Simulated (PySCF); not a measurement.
B₃H₄N, AlBFH₂, ClH₂NSi, AlFH (calculated)

Computed with PySCF 2.14.0. Calculation on a computer-drawn molecule: optimised geometry and harmonic frequencies of an isolated molecule of the commonest isotopes, restricted reference for singlets and unrestricted otherwise, frozen core in MP2.

Common to all runs: method HF.

(1) B₃H₄N

Start structure:
```xyz
8
B3H4N
B     -0.5478    -1.3481    -1.7314
B     -0.2915    -0.0897    -0.7254
B     -0.3516     1.4069    -1.2313
N     -0.2803     2.6504    -1.6823
H     -1.5862    -1.7679    -1.9869
H      0.3384    -1.8116    -2.3121
H     -0.0479    -0.3195     0.4100
H     -0.3153     3.5355    -2.0217
```

- charge: 0
- multiplicity: 1
- basis: cc-pVDZ
- rotational constants: 34.17, 3.539, 3.295 GHz
- total energy: -130.7973 hartree
- convergence status largest gradient component: 2.337e-05 hartree/bohr

Drawn bonds:
```tsv
atom	other atom	order
1	2	1
2	3	1
3	4	2
1	5	1
1	6	1
2	7	1
4	8	1
```

Optimised structure:
```xyz
8
B3H4N
B     -0.5366    -1.3945    -1.7658
B     -0.2815    -0.0935    -0.7386
B     -0.2954     1.5159    -1.2649
N     -0.3099     2.6781    -1.6700
H     -1.6398    -1.8317    -1.9611
H      0.3771    -1.9350    -2.3311
H     -0.0778    -0.2968     0.4294
H     -0.3184     3.6134    -1.9789
```

Modes:
```tsv
frequency (cm⁻¹)	reduced mass (dalton)
139.3	3.368
247.9	1.61
405.6	1.756
410	3.722
468.3	1.192
482.4	1.085
600.6	1.25
667.6	4.229
842.2	1.441
898.9	1.744
995.4	2.015
1120	1.719
1269	1.319
2080	7.775
2660	1.057
2690	1.091
2727	1.12
4086	1.102
```

(2) AlBFH₂

Start structure:
```xyz
5
AlBFH2
B      1.0038    -2.7673    -0.4135
Al    -0.0928    -1.4941    -1.3929
F     -0.9938    -0.4102    -2.2918
H      0.8327    -2.9545     0.8155
H      1.8991    -3.4563    -0.9589
```

* charge: 1
* multiplicity: 1
* basis: cc-pV(D+d)Z
* rotational constants: 219.5, 4.317, 4.234 GHz
* total energy: -366.9679 hartree
* convergence status largest gradient component: 2.769e-05 hartree/bohr

Drawn bonds:
```tsv
atom	other atom	order
1	2	1
2	3	1
1	4	1
1	5	1
```

Optimised structure:
```xyz
5
AlBFH2
B      1.0801    -2.8664    -0.3345
Al    -0.1340    -1.4328    -1.4675
F     -1.0254    -0.3798    -2.3002
H      0.8298    -2.9507     0.8211
H      1.8985    -3.4527    -0.9605
```

Modes:
```tsv
frequency (cm⁻¹)	reduced mass (dalton)
136.7	6.074
143.7	8.598
451.1	6.58
662.3	1.2
915.3	1.28
968.5	21.58
1163	1.089
2764	1.037
2921	1.141
```

(3) ClH₂NSi

Start structure:
```xyz
5
ClH2NSi
N     -1.1203    -0.8165     1.4827
Si    -1.9866     0.0743     0.4412
Cl    -2.8349     1.6751     1.1721
H     -0.6229    -1.7010     1.2676
H     -2.2783     0.1594    -1.0165
```

- charge: 0
- multiplicity: 1
- basis: cc-pV(D+d)Z
- rotational constants: 32.94, 4.092, 3.64 GHz
- total energy: -804.0651 hartree
- convergence status largest gradient component: 1.91e-05 hartree/bohr

Drawn bonds:
```tsv
atom	other atom	order
1	2	2
2	3	1
1	4	1
2	5	1
```

Optimised structure:
```xyz
5
ClH2NSi
N     -1.1462    -0.8308     1.4476
Si    -1.9490     0.0972     0.4867
Cl    -2.8856     1.7507     1.1989
H     -0.6593    -1.6618     1.1699
H     -2.2029     0.0360    -0.9560
```

Modes:
```tsv
frequency (cm⁻¹)	reduced mass (dalton)
296.6	5.421
539.6	1.534
565.7	1.262
603.7	4.575
658.2	1.148
921.9	1.109
1263	6.774
2393	1.045
3850	1.08
```

(4) AlFH

Start structure:
```xyz
3
AlFH
F     -2.0240     0.4090     4.0885
Al    -2.2672     1.5380     2.9378
H     -3.2940     1.2782     1.7295
```

* charge: 0
* multiplicity: 2
* basis: cc-pV(D+d)Z
* rotational constants: 265.5, 15.46, 14.61 GHz
* total energy: -341.9781 hartree
* spin squared: 0.7568
* convergence status largest gradient component: 1.827e-06 hartree/bohr

Drawn bonds:
```tsv
atom	other atom	order
1	2	1
2	3	1
```

Optimised structure:
```xyz
3
AlFH
F     -2.0485     0.3934     4.0666
Al    -2.2523     1.5818     2.9263
H     -3.2845     1.2500     1.7629
```

Modes:
```tsv
frequency (cm⁻¹)	reduced mass (dalton)
636.2	1.143
831.8	18.88
1904	1.044
```
